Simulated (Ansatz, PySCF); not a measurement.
System: 1-ethenoxy-1-fluoroethene, C$_{4}$H$_{5}$FO, charge 0, multiplicity 1. 
Geometry from a B3LYP-D3(BJ)/def2-TZVP (Ansatz, an electronic-structure program) optimisation:
```
C
C 1 1.3188
F 1 1.3433 2 122.20
O 1 1.3478 2 125.31 3 -176.27
H 2 1.0778 1 119.58 3 -179.14
H 2 1.0783 5 120.10 1 179.03
C 4 1.3821 1 119.19 2 -117.35
C 7 1.3221 4 126.82 1 7.12
H 8 1.0796 7 118.90 4 178.75
H 7 1.0801 8 124.01 9 -0.16
H 8 1.0806 9 118.11 7 -179.77
```

Wanted: atomisation energy (electronic, to ground-state atoms), in kJ/mol. Cores are frozen in the correlated levels unless marked. UHF or UKS for open shells. No spin-orbit coupling. No relativistic terms. The coupled-cluster limit lacks core correlation, which all-electron functionals hold. CBS(X,Y): correlation extrapolated as X^-3; Hartree-Fock from the larger set. The bracket is a focal-point correction in the basis named.

```
level                                                     program  atomisation energy (kJ/mol)
-------------------------------------------------  --------------  ---------------------------
PBE-D3(BJ)/def2-TZVPD                              Ansatz + dftd3                       4839.6
r2SCAN/def2-TZVPD                                          Ansatz                       4683.6
r2SCAN-D4/def2-TZVPD                               Ansatz + dftd4                       4688.7
B3LYP/def2-TZVPD                                           Ansatz                          [?]
PBE0/6-31G*                                                Ansatz                       4695.8
BHLYP/def2-TZVPD                                           Ansatz                          [?]
TPSSh-D4/def2-TZVPD                                 PySCF + dftd4                          [?]
r2SCANh/def2-TZVPD                                         Ansatz                       4640.0
HSE06/def2-TZVPD                                           Ansatz                       4694.0
B2PLYP/def2-TZVPD                                          Ansatz                          [?]
SCS-MP2/aug-cc-pVDZ                                        Ansatz                       4387.9
SCS-MP2/cc-pVDZ                                            Ansatz                       4329.7
SCS-MP2/cc-pVTZ                                            Ansatz                       4593.3
CCSD/STO-3G                                                Ansatz                       4401.3
CCSD/6-31G                                                 Ansatz                       3893.7
CCSD/cc-pVDZ                                               Ansatz                       4219.9
RI-MP2/CBS(cc-pVTZ,cc-pVQZ)+[CCSD(T)-MP2]/cc-pVTZ          Ansatz                       4656.3
```

Q: What belongs in the gaps?

A: 
- B3LYP/def2-TZVPD, atomisation energy (kJ/mol): 4632.0
- BHLYP/def2-TZVPD, atomisation energy (kJ/mol): 4449.7
- TPSSh-D4/def2-TZVPD, atomisation energy (kJ/mol): 4665.1
- B2PLYP/def2-TZVPD, atomisation energy (kJ/mol): 4611.8
